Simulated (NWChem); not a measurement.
System: CHO$_{2}$, doublet; SMILES [O]C=O

NWChem input:

```
start job
memory heap 200 mb stack 900 mb global 1100 mb
geometry units angstroms noautoz
  O     -1.143122    -0.000000    -0.125298
  C      0.005674     0.000000     0.214791
  O      1.173921    -0.000000    -0.204183
  H      0.207611    -0.000000     1.371642
end
basis spherical
  * library 6-31g*
end
dft
  odft
  mult 2
  xc m06-2x
  grid fine
  iterations 150
  mulliken
end
task dft gradient
```

NWChem printed, in part:

```
             Northwest Computational Chemistry Package (NWChem) 7.3.0
             --------------------------------------------------------

 CS  symmetry detected

                             Geometry "geometry" -> ""
                             -------------------------

 Output coordinates in angstroms (scale by  1.889725989 to convert to a.u.)

  No.       Tag          Charge          X              Y              Z
 ---- ---------------- ---------- -------------- -------------- --------------
    1 O                    8.0000    -0.16205302    -1.15991288     0.00000000
    2 C                    6.0000     0.21314601    -0.02209987     0.00000000
    3 O                    8.0000    -0.16976293     1.15845975     0.00000000
    4 H                    1.0000     1.37565153     0.14422428     0.00000000

 Effective nuclear repulsion energy (a.u.)      63.3687558248

      Symmetry information
      --------------------

 Group name             Cs
 Group number              2
 Group order               2
 No. of unique centers     4

                                 NWChem DFT Module
                                 -----------------

 Summary of "ao basis" -> "ao basis" (spherical)
 ------------------------------------------------------------------------------
       Tag                 Description            Shells   Functions and Types
 ---------------- ------------------------------  ------  ---------------------
 O                           6-31g*                  6       14   3s2p1d
 C                           6-31g*                  6       14   3s2p1d
 H                           6-31g*                  2        2   2s

      Symmetry analysis of basis
      --------------------------

        a'         32
        a"         12

            General Information
            -------------------
          SCF calculation type: DFT
          Wavefunction type:  spin polarized.
          No. of atoms     :     4
          No. of electrons :    23
           Alpha electrons :    12
            Beta electrons :    11
          Charge           :     0
          Spin multiplicity:     2
          Use of symmetry is: on ; symmetry adaption is: on
          Maximum number of iterations: 150
          AO basis - number of functions:    44
                     number of shells:    20
          Convergence on energy requested:  1.00D-06
          Convergence on density requested:  1.00D-05
          Convergence on gradient requested:  5.00D-04

              XC Information
              --------------
                       M06-2X Method XC Functional
                     Hartree-Fock (Exact) Exchange  0.540
                        M06-2X Exchange Functional  1.000
                      M06-2X Correlation Potential  1.000

             Grid Information
             ----------------
          Grid used for XC integration:  fine
          Radial quadrature: Mura-Knowles
          Angular quadrature: Lebedev.
          Tag              B.-S. Rad. Rad. Pts. Rad. Cut. Ang. Pts.
          ---              ---------- --------- --------- ---------
          O                   0.60       70           7.0       590
          C                   0.70       70           6.0       590
          H                   0.35       60           6.0       590
          Grid pruning is: on
          Number of quadrature shells:   270
          Spatial weights used:  Erf1

      Superposition of Atomic Density Guess
      -------------------------------------

 Sum of atomic energies:        -187.66719115

      Non-variational initial energy
      ------------------------------

 Total energy =    -188.659167
 1-e energy   =    -382.712924
 2-e energy   =     130.685002
 HOMO         =      -0.294919
 LUMO         =       0.080666

   Symmetry analysis of molecular orbitals - initial alpha
   -------------------------------------------------------

  Numbering of irreducible representations:

     1 a'          2 a"

  Orbital symmetries:

     1 a'          2 a'          3 a'          4 a'          5 a'
     6 a'          7 a'          8 a'          9 a"         10 a"
    11 a'         12 a'         13 a"         14 a'         15 a'
    16 a'         17 a"         18 a'         19 a'         20 a'
    21 a'         22 a'

   Symmetry analysis of molecular orbitals - initial beta
   ------------------------------------------------------

  Numbering of irreducible representations:

     1 a'          2 a"

  Orbital symmetries:

     1 a'          2 a'          3 a'          4 a'          5 a'
     6 a'          7 a'          8 a'          9 a"         10 a"
    11 a'         12 a'         13 a"         14 a'         15 a'
    16 a'         17 a"         18 a'         19 a'         20 a'
    21 a'         22 a'

     ---------------------------------------------
      Total Density - Mulliken Population Analysis
     ---------------------------------------------

    Atom       Charge   Shell Charges
 -----------   ------   -------------------------------------------------------
    1 O    8     8.66   2.00  0.96  2.99  0.92  1.78  0.02
    2 C    6     5.01   2.00  0.67  1.44  0.36  0.42  0.11
    3 O    8     8.64   2.00  0.96  2.92  0.93  1.81  0.02
    4 H    1     0.69   0.36  0.33

     --------------------------------------------
      Spin Density - Mulliken Population Analysis
     --------------------------------------------

    Atom       Charge   Shell Charges
 -----------   ------   -------------------------------------------------------
    1 O    8     0.21   0.00  0.00  0.15 -0.01  0.06 -0.00
    2 C    6     0.15   0.00  0.00  0.06  0.05  0.01  0.02
    3 O    8     0.33   0.00  0.00  0.23 -0.01  0.10 -0.00
    4 H    1     0.31   0.14  0.17

   convergence    iter        energy       DeltaE   RMS-Dens  Diis-err
 ---------------- ----- ----------------- --------- --------- ---------
 d= 0,ls=0.0,diis     1   -188.8677996340 -2.52D+02  1.10D-02  2.27D-01
                                                     1.26D-02  2.51D-01
 d= 0,ls=0.0,diis     2   -188.8378364130  3.00D-02  6.17D-03  4.28D-01
                                                     6.08D-03  3.78D-01
 d= 0,ls=0.0,diis     3   -188.9859760466 -1.48D-01  1.01D-03  1.88D-03
                                                     9.50D-04  2.05D-03
 d= 0,ls=0.0,diis     4   -188.9867290888 -7.53D-04  4.39D-04  1.16D-03
                                                     9.48D-04  1.49D-03
 d= 0,ls=0.0,diis     5   -188.9872703479 -5.41D-04  4.06D-04  1.07D-03
                                                     3.10D-04  6.50D-04
  Resetting Diis
 d= 0,ls=0.0,diis     6   -188.9877009051 -4.31D-04  3.34D-04  1.15D-04
                                                     6.59D-04  6.59D-05
 d= 0,ls=0.0,diis     7   -188.9879648719 -2.64D-04  3.16D-04  9.34D-05
                                                     3.07D-04  4.90D-05
 d= 0,ls=0.0,diis     8   -188.9880490531 -8.42D-05  7.46D-05  5.31D-05
                                                     2.78D-04  1.41D-04
 d= 0,ls=0.0,diis     9   -188.9881269155 -7.79D-05  5.06D-04  6.39D-05
                                                     9.87D-04  3.38D-05
 d= 0,ls=0.0,diis    10   -188.9883428416 -2.16D-04  4.15D-04  1.57D-05
                                                     8.27D-04  1.33D-05
 d= 0,ls=0.0,diis    11   -188.9884132311 -7.04D-05  3.30D-05  1.00D-06
                                                     9.21D-05  1.67D-06
 d= 0,ls=0.0,diis    12   -188.9884153078 -2.08D-06  1.39D-05  7.58D-08
                                                     4.59D-05  3.94D-07
 d= 0,ls=0.0,diis    13   -188.9884156866 -3.79D-07  1.90D-05  3.70D-07
                                                     2.74D-05  2.79D-07
 d= 0,ls=0.0,diis    14   -188.9884158912 -2.05D-07  2.97D-06  6.67D-09
                                                     3.77D-06  5.33D-09

         Total DFT energy =     -188.988415891195
      One electron energy =     -383.476579121825
           Coulomb energy =      153.921783807881
    Exchange-Corr. energy =      -22.802376402073
 Nuclear repulsion energy =       63.368755824822

 Numeric. integr. density =       22.999999920879

                  Occupations of the irreducible representations
                  ----------------------------------------------

                     irrep           alpha         beta
                     --------     --------     --------
                     a'               10.0          9.0
                     a"                2.0          2.0

                    DFT Final Alpha Molecular Orbital Analysis
                    ------------------------------------------

 Vector   10  Occ=1.000000D+00  E=-4.597984D-01  Symmetry=a'
              MO Center= -2.3D-02,  3.4D-01,  3.0D-17, r^2= 1.8D+00
   Bfn.  Coefficient  Atom+Function         Bfn.  Coefficient  Atom+Function
  ----- ------------  ---------------      ----- ------------  ---------------
    31      0.520211  3 O  px                35      0.346218  3 O  px
     4      0.288387  1 O  py                 3     -0.218727  1 O  px
    32      0.199787  3 O  py                 8      0.195787  1 O  py
    36      0.139067  3 O  py                 7     -0.136153  1 O  px
    17     -0.130008  2 C  px                43     -0.115901  4 H  s

 Vector   11  Occ=1.000000D+00  E=-4.244634D-01  Symmetry=a"
              MO Center= -1.4D-01, -1.2D-01, -3.4D-16, r^2= 1.8D+00
   Bfn.  Coefficient  Atom+Function         Bfn.  Coefficient  Atom+Function
  ----- ------------  ---------------      ----- ------------  ---------------
     5      0.473892  1 O  pz                33     -0.450734  3 O  pz
     9      0.336653  1 O  pz                37     -0.330162  3 O  pz
    19      0.096351  2 C  pz                23      0.053642  2 C  pz
    25     -0.053478  2 C  d -1              11      0.026617  1 O  d -1

 Vector   12  Occ=1.000000D+00  E=-3.908245D-01  Symmetry=a'
              MO Center=  2.2D-01, -4.7D-01, -4.7D-16, r^2= 1.8D+00
   Bfn.  Coefficient  Atom+Function         Bfn.  Coefficient  Atom+Function
  ----- ------------  ---------------      ----- ------------  ---------------
     3      0.525865  1 O  px                 7      0.371243  1 O  px
    44     -0.322455  4 H  s                 43     -0.259230  4 H  s
    31      0.233254  3 O  px                35      0.168564  3 O  px
    20     -0.148834  2 C  s                 32     -0.147228  3 O  py
    36     -0.120055  3 O  py                17     -0.119334  2 C  px

 Vector   13  Occ=0.000000D+00  E= 5.340646D-02  Symmetry=a"
              MO Center=  1.1D-01, -1.1D-01,  3.4D-15, r^2= 1.5D+00
   Bfn.  Coefficient  Atom+Function         Bfn.  Coefficient  Atom+Function
  ----- ------------  ---------------      ----- ------------  ---------------
    23      0.643507  2 C  pz                19      0.549673  2 C  pz
     9     -0.438962  1 O  pz                 5     -0.375485  1 O  pz
    37     -0.351912  3 O  pz                33     -0.316124  3 O  pz
    27     -0.025187  2 C  d  1

 Vector   14  Occ=0.000000D+00  E= 1.451583D-01  Symmetry=a'
              MO Center=  1.4D+00,  1.3D-01, -2.7D-15, r^2= 1.8D+00
   Bfn.  Coefficient  Atom+Function         Bfn.  Coefficient  Atom+Function
  ----- ------------  ---------------      ----- ------------  ---------------
    44      1.807794  4 H  s                 20     -1.601380  2 C  s
    21     -0.837290  2 C  px                17     -0.443945  2 C  px
     7      0.276908  1 O  px                34      0.214254  3 O  s
    35      0.190535  3 O  px                 6      0.186732  1 O  s
    16     -0.163568  2 C  s                  3      0.149837  1 O  px

 Vector   15  Occ=0.000000D+00  E= 2.587757D-01  Symmetry=a'
              MO Center= -3.2D-01, -7.9D-03, -1.1D-17, r^2= 1.8D+00
   Bfn.  Coefficient  Atom+Function         Bfn.  Coefficient  Atom+Function
  ----- ------------  ---------------      ----- ------------  ---------------
    20      2.289979  2 C  s                  6     -1.132328  1 O  s
    21     -1.003516  2 C  px                34     -0.976726  3 O  s
     8     -0.705830  1 O  py                36      0.687866  3 O  py
    17     -0.281853  2 C  px                32      0.267423  3 O  py
     4     -0.250739  1 O  py                30     -0.175775  3 O  s

                     DFT Final Beta Molecular Orbital Analysis
                     -----------------------------------------

 Vector    9  Occ=1.000000D+00  E=-5.589749D-01  Symmetry=a'
              MO Center= -1.7D-01, -5.1D-01,  3.2D-15, r^2= 1.9D+00
   Bfn.  Coefficient  Atom+Function         Bfn.  Coefficient  Atom+Function
  ----- ------------  ---------------      ----- ------------  ---------------
     4      0.427213  1 O  py                18     -0.359548  2 C  py
     6     -0.322571  1 O  s                 32      0.279100  3 O  py
     8      0.220475  1 O  py                 2     -0.181280  1 O  s
    34      0.178999  3 O  s                 36      0.146304  3 O  py
     3      0.138859  1 O  px                31     -0.120210  3 O  px

 Vector   10  Occ=1.000000D+00  E=-4.083338D-01  Symmetry=a"
              MO Center= -1.5D-01, -2.3D-02, -9.7D-16, r^2= 1.9D+00
   Bfn.  Coefficient  Atom+Function         Bfn.  Coefficient  Atom+Function
  ----- ------------  ---------------      ----- ------------  ---------------
     5      0.458940  1 O  pz                33     -0.461087  3 O  pz
    37     -0.349913  3 O  pz                 9      0.336041  1 O  pz
    19      0.059255  2 C  pz                25     -0.054666  2 C  d -1
    23      0.029921  2 C  pz

 Vector   11  Occ=1.000000D+00  E=-3.782397D-01  Symmetry=a'
              MO Center= -6.9D-02, -3.5D-01, -2.0D-16, r^2= 1.8D+00
   Bfn.  Coefficient  Atom+Function         Bfn.  Coefficient  Atom+Function
  ----- ------------  ---------------      ----- ------------  ---------------
     3      0.498820  1 O  px                 7      0.347290  1 O  px
    31     -0.284859  3 O  px                32     -0.215805  3 O  py
    35     -0.208500  3 O  px                22     -0.191325  2 C  py
    36     -0.183959  3 O  py                 4     -0.177762  1 O  py
    34      0.156162  3 O  s                  8     -0.147772  1 O  py

 Vector   12  Occ=0.000000D+00  E=-1.579572D-01  Symmetry=a'
              MO Center=  2.6D-01,  4.8D-01, -2.6D-16, r^2= 1.9D+00
   Bfn.  Coefficient  Atom+Function         Bfn.  Coefficient  Atom+Function
  ----- ------------  ---------------      ----- ------------  ---------------
    31      0.489315  3 O  px                44     -0.452807  4 H  s
    35      0.403917  3 O  px                 3      0.251623  1 O  px
    43     -0.231287  4 H  s                  7      0.206585  1 O  px
     6      0.171126  1 O  s                 20     -0.154492  2 C  s
    17     -0.137818  2 C  px                 8      0.101615  1 O  py

 Vector   13  Occ=0.000000D+00  E= 5.787041D-02  Symmetry=a"
              MO Center=  1.0D-01, -8.4D-02, -4.7D-16, r^2= 1.6D+00
   Bfn.  Coefficient  Atom+Function         Bfn.  Coefficient  Atom+Function
  ----- ------------  ---------------      ----- ------------  ---------------
    23      0.640504  2 C  pz                19      0.547238  2 C  pz
     9     -0.437342  1 O  pz                37     -0.375006  3 O  pz
     5     -0.370820  1 O  pz                33     -0.327042  3 O  pz

[...]

                         DFT ENERGY GRADIENTS

    atom               coordinates                        gradient
                 x          y          z           x          y          z
   1 O      -0.306236  -2.191918   0.000000    0.002859   0.001762   0.000000
   2 C       0.402788  -0.041763   0.000000   -0.009789   0.011290   0.000000
   3 O      -0.320805   2.189171   0.000000    0.003385  -0.011106   0.000000
   4 H       2.599604   0.272544   0.000000    0.003546  -0.001946   0.000000
```

Level: M06-2X/6-31G* (spherical d), spin-unrestricted. Coordinates come from a PBE0/def2-SVP, spin-unrestricted optimisation. No stability test was run on the SCF state.
